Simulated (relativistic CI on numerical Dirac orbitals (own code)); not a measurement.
## What each ingredient does to the levels of In¹⁷⁺

Base calculation: Dirac-Coulomb-Breit CI, KLI orbitals optimised for each configuration, model QED, unscaled Slater integrals.

Configurations in the expansion (outside the closed core [Ar] 3d10): 4s²4p², 4s4p³, 4p⁴, 4s²4p4d, 4s4p²4d, 4s²4p4f, 4s4p²4f, 4p³4d, 4s4p4d², 4s²4d4f, 4s²4p5s, 4p³4f, 4s²4p5p, 4p³5s, 4s4p4d5s, 4s4p²5s, 4s²4p5d, 4p²4d4f, 4s²4f5s, 4s4p²5p, 4s4p4f², 4s²4p5f, 4s²4p5g, 4s4p²5d, 4s²4p6s, 4s²4p6p, 4s4p5s², 4s²4d², 4s4d³, 4s4d²4f, 4p²4d², 4p4d³, 4p4d²4f, 4p4d²5s, 4s²4f², 4s4d4f², 4s4f³, 4p²4f², 4p4d4f², 4p4f³, 4p4f²5s, 4s²4d5s, 4s4d²5s, 4s4d4f5s, 4s4p4d4f, 4p²4d5s, 4p4d4f5s, 4p4d5s², 4s²5s², 4s4d5s², 4s4f5s², 4s4p4f5s, 4s4f²5s. Double excitations out of closed p, d and f shells are left out; levels of such configurations are missing from the list, as are those of other unlisted configurations, and high levels can miss mixing partners. These lack a partner that the ground configuration has and come out too high: 4s4p²5p, 4s4p²5d, 4s²4p5p, 4s²4p5d, 4s²4p5f.

Variants: (1) valence Slater integrals scaled by 0.9; (2) non-relativistic limit. Shifts of the energy above 4s²4p² ³P0, in cm⁻¹, for the lowest level and the first level of each name with at least 55 % of one term (blank where a level changes its place among those of its configuration and J or its character, or is not in the variant):

```tsv
Level	Base	Δ(1)	Δ(2)
4s²4p² ³P0	0	0	0
4s²4p² ³P1	57650	+1313	-57650
4s²4p² ¹S0	187103	-3816	-116804
4s4p³ ⁵S°2	355176	+8200	-126151
4s4p³ ³D°1	422532	+2376	-115667
4s4p³ ³D°2	434021	+4441	-127156
4s4p³ ³D°3	455647	+4283	-148782
4s4p³ ³P°0	492302	+478	-148715
4s4p³ ³P°1	501302	+749	-157714
4s²4p4d ³F°2	622333	+2310	-75082
4s²4p4d ³F°3	650745	+2775	-103494
4s²4p4d ³F°4	701401	+3838	-154151
4s²4p4d ³P°0	741403	-2057	-141592
4s²4p4d ³P°1	748483	-2829	
4s²4p4d ³D°3	749773	-3309	-136902
4s²4p4d ¹F°3	802413	-6812	-135003
4s²4p4d ¹P°1	814286	-8546	-141683
4p⁴ ³P2	838767	+6525	-167975
4s4p²4d ⁵F1	910110	+8093	-128109
4s4p²4d ⁵F2	917853	+7839	-135853
4s4p²4d ⁵F3	933111	+8166	-151111
4s4p²4d ⁵D0	958158	+8165	-161917
```

At this charge energies of transitions that change n are usually good to better than 1 %, and those within a shell (Δn = 0) to a few per cent.

Ionisation energy from the two ground configurations alone: base 462.093 eV. The NIST ASD value (theoretical) is 462 eV.

LS names give the leading component of a level, which can be under half, so a name can repeat, a term be missing and a line seem to break the LS rules.
